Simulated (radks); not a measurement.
Problem. The mean radii <r> (bohr) of the occupied orbitals of an atom or ion are listed with their occupations. Calculated with a radial shooting solver on a logarithmic mesh with Libxc functionals: scalar-relativistic Kohn-Sham, SCAN, spin-unpolarised, spherical densities, finite nucleus; meta-GGA in the generalised Kohn-Sham scheme; Fermi nuclear charge, rms radius of each element as measured or else 0.836 A^(1/3) + 0.57 fm.

orbital  occ.      <r>
1s          2  0.02318
2s          2  0.09891
2p          6  0.08711
3s          2   0.2600
3p          6   0.2585
3d         10   0.2363
4s          2   0.5906
4p          6   0.6242
4d         10   0.6804
5s          2    1.375
5p          6    1.546
4f          3   0.8724

Name the element and its charge.

Solution. Z = 61, promethium, charge +4: Pm4+ in [Xe] 4f3. The 1s radius gives Z: for a bare nucleus <r> = (2 gamma + 1)/(2Z) with gamma = sqrt(1 - (Z/c)^2), 0.02288 bohr for Z = 61, and screening makes it slightly larger (0.02318 here). The occupations add up to 57, and the charge is Z minus that.
